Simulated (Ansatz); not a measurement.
Cost and result up the ladder for Ag₂S (3 atoms). The state is a singlet with charge 0. Geometry: PBE-D4/def2-TZVP.

```xyz
3

Ag    0.224    1.000    1.230
Ag    0.690   -1.324   -0.578
S    -0.914    0.324   -0.652
```

Ansatz on 4 threads of Arm Neoverse V2 on a shared host. Times are rough, and most runs start from the orbitals of an earlier one. ωB97X-V/def2-TZVP serves as the yardstick here, not as an exact answer. Differences are given only for rows in sets of like size (and for xTB, whose basis is part of the method), since another set adds its own error. Binding counts from free atoms at the same level (Ag doublet, S triplet; other spins of the atoms weren't run), without zero-point energy or a counterpoise term.

In the def2 sets Ag takes a core potential; there is no spin–orbit coupling. B3LYP takes the VWN-RPA correlation. HSE06 is defined as in plane-wave codes, on full-range PBE exchange. Correlated methods freeze 5 core orbitals; core or outer-core shells of Ag are correlated, in sets that lack core-valence functions. The structure comes from a short search, and lower isomers may exist.

Correlated methods converge slowly with the basis.

| level | functions | wall time | binding energy per atom (eV) | difference from ωB97X-V/def2-TZVP (eV) | remarks |
| --- | --- | --- | --- | --- | --- |
| PBE-D4/def2-SVP | 80 | 0.55 s | 1.68 | – | – |
| MP2/def2-TZVP | 117 | 0.65 s | 1.65 | 0.07 | test for broken spin undecided |
| PBE-D4/def2-TZVP | 117 | 0.7 s | 1.69 | 0.12 | – |
| revPBE-D4/def2-TZVP | 117 | 0.75 s | 1.58 | 0.01 | – |
| PBE0-D4/def2-SVP | 80 | 0.85 s | 1.54 | – | – |
| B3LYP-D4/def2-TZVP | 117 | 1 s | 1.48 | -0.09 | – |
| PBE0-D4/def2-TZVPD | 126 | 1 s | 1.55 | -0.02 | – |
| HSE06-D4/def2-TZVP | 117 | 1.1 s | 1.55 | -0.02 | – |
| CAM-B3LYP-D4/def2-TZVP | 117 | 1.1 s | 1.46 | -0.11 | – |
| PBE0-D4/def2-TZVP | 117 | 1.3 s | 1.55 | -0.02 | – |
| r2SCAN-D4/def2-TZVP | 117 | 2 s | 1.65 | 0.08 | – |
| r2SCAN-D4/def2-TZVPD | 126 | 2.2 s | 1.65 | 0.08 | – |
| ωB97X-V/def2-TZVP (with forces) | 117 | 3.6 s | 1.57 | 0.00 | – |
| CCSD(T)/def2-TZVPP | 154 | 16 s | 1.49 | -0.08 | – |
